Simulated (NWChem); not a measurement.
Species: CH₄BCl; SMILES CBCl

Computed with NWChem. The geometry was optimised at PBE0/def2-SVP. Vertical excitations in the gas phase; the lowest state need not have the same character in each row.

```json
[
 {"level": "PBE/aug-cc-pVDZ, full TDDFT", "lowest excitation, singlet (eV)": "4.94", "oscillator strength of that lowest state": "0.000", "lowest state with f > 0.02, singlet (eV)": "6.96", "oscillator strength of that bright state": "0.165", "orbital gap (eV)": "4.83"},
 {"level": "B3LYP/aug-cc-pVDZ, full TDDFT", "lowest excitation, singlet (eV)": "5.34", "oscillator strength of that lowest state": "0.000", "lowest state with f > 0.02, singlet (eV)": "7.34", "oscillator strength of that bright state": "0.166", "orbital gap (eV)": "6.76"},
 {"level": "Hartree-Fock/aug-cc-pVDZ, TDHF", "lowest excitation, singlet (eV)": "6.64", "oscillator strength of that lowest state": "0.001", "lowest state with f > 0.02, singlet (eV)": "8.80", "oscillator strength of that bright state": "0.041", "orbital gap (eV)": "12.70"}
]
```
